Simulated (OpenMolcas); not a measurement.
Pd3+ (d7) among equal point charges was computed by CASSCF with the d shell active (OpenMolcas, ANO-RCC-VDZP on the metal). Its lowest spin-free states, and all those of the highest spin:

```csv
2S+1,Degeneracy,E (cm-1)
4,1,0.0
4,2,870.6
4,1,3945
4,2,8176
4,1,9036
2,1,13619
2,2,14423
2,1,16209
2,1,16373
2,2,17420
4,2,18824
2,1,19502
4,1,32060
```

Q: Is the site octahedral, tetrahedral or cube-like, axial, or of lower symmetry?

A: The states with 2S+1 = 4 have orbital degeneracies 1, 2, 1, 2, 1, 2, 1. There are pairs but no triples, so the site is axial: not cubic, but with a proper or improper axis of order three or more. The run had Pd3+ among 4 point charges of -1.25 e arranged as a square (D4h), 1.96 Å from the ion.

Spin-orbit coupling mixes the spin-free states strongly: the lowest level takes only 61 % from its leading state, 4A2. Without dynamic correlation the repulsion within the d shell is too large (B by tens of per cent), so at a given field states of lower spin stand too high. This shell can be high or low spin here, a state of another spin lies low, and with metal d orbitals alone active their balance is uncertain, so the ground spin may be wrong. Point charges give a weaker field than real ligands, and real ions of this kind are as a rule low spin; the high spin found here belongs to the model. Point charges carry no covalency, so the field is a model and not that of real ligands. No measured value stands beside these numbers.
